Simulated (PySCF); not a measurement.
Compound: C₆H₄F₄.
SMILES with atom numbers: `[CH2:1]=[CH:2]/[C:3](=[CH:4]/[F:5])[C:6]([F:7])=[C:8]([F:9])[F:10]` (hydrogens: H11, H12 on C1; H13 on C2; H14 on C4)

The same species was optimised twice, with GFN2-xTB and with PBE0-D3(BJ)/def2-SVP (PySCF), and the same property calculations (PySCF, gas phase) were run on both structures.

| coordinate | GFN2-xTB | PBE0-D3(BJ)/def2-SVP | change |
| --- | --- | --- | --- |
| C8–F10 (Å) | 1.323 | 1.307 | -0.016 |
| C8–F9 (Å) | 1.323 | 1.306 | -0.017 |
| C4–F5 (Å) | 1.333 | 1.320 | -0.013 |
| C1=C2 (Å) | 1.328 | 1.338 | +0.010 |
| C6–F7 (Å) | 1.348 | 1.340 | -0.008 |
| C3=C4 (Å) | 1.338 | 1.346 | +0.008 |
| C2–C3 (Å) | 1.457 | 1.464 | +0.007 |
| C3–C6 (Å) | 1.472 | 1.466 | -0.006 |
| C6=C8 (Å) | 1.331 | 1.337 | +0.006 |
| C6–C8–F9 (°) | 125.4 | 123.6 | -1.8 |
| C2–C3–C4 (°) | 120.1 | 118.6 | -1.5 |
| F9–C8–F10 (°) | 110.8 | 112.3 | +1.5 |
| C2–C3–C6 (°) | 119.3 | 120.5 | +1.2 |
| C1–C2–C3 (°) | 125.1 | 126.2 | +1.1 |
| F7–C6–C8 (°) | 118.1 | 117.1 | -1.0 |
| C3–C6–C8 (°) | 125.3 | 125.7 | +0.4 |
| C3–C6–F7 (°) | 116.6 | 117.1 | +0.5 |
| C1–C2–C3–C4 (°) | 172 | 176 | +4 |
| C2–C3–C6–F7 (°) | -48 | -46 | +2 |

Rotational constants: A = 1581, B = 1167, C = 797.8 MHz (GFN2-xTB) against A = 1596, B = 1167, C = 784.8 MHz (PBE0-D3(BJ)/def2-SVP). Point groups within 0.08 Å: C1 and C1.

On the GFN2-xTB structure: lowest singlet, TDDFT (eV) 5.45 [wB97X-D/def2-SVPD]; isotropic polarisability (au) 78.2 [wB97X-D/def2-SVPD]; HOMO (eV) -8.83 [wB97X-D/def2-SVPD]; LUMO (eV) 0.36 [wB97X-D/def2-SVPD]; dipole (D) 2.57 [wB97X-D/def2-SVPD].

Q: What do these properties become on the PBE0-D3(BJ)/def2-SVP structure?

A: 
| property | level | on GFN2-xTB | on PBE0-D3(BJ)/def2-SVP | change |
| --- | --- | --- | --- | --- |
| lowest singlet, TDDFT (eV) | wB97X-D/def2-SVPD | 5.45 | 5.36 | -0.09 |
| isotropic polarisability (au) | wB97X-D/def2-SVPD | 78.2 | 79.2 | +1.0 |
| HOMO (eV) | wB97X-D/def2-SVPD | -8.83 | -8.70 | +0.13 |
| LUMO (eV) | wB97X-D/def2-SVPD | 0.36 | 0.39 | +0.03 |
| dipole (D) | wB97X-D/def2-SVPD | 2.57 | 2.35 | -0.22 |
| energy, GFN2-xTB geometry as zero (kcal/mol) | wB97X-D/def2-SVPD | 0.0 | -0.7 | -0.7 |

The heavy atoms differ by 0.048 Å rms after alignment. Among bonds between heavy atoms C8–F9 and C8–F10 change most and about equally (-0.017 to -0.016 Å). Changes are differences of the printed values. Neither structure is proved a minimum here.

Shape of the structure used: `[CH2:1]=[CH:2]/[C:3](=[CH:4]/[F:5])[C:6]([F:7])=[C:8]([F:9])[F:10]`: C1–C2–C3–C4 176°, C2–C3–C6–F7 -46°.

Note: wB97X-D ran without an empirical dispersion term, which enters the total energy and its gradient alone.
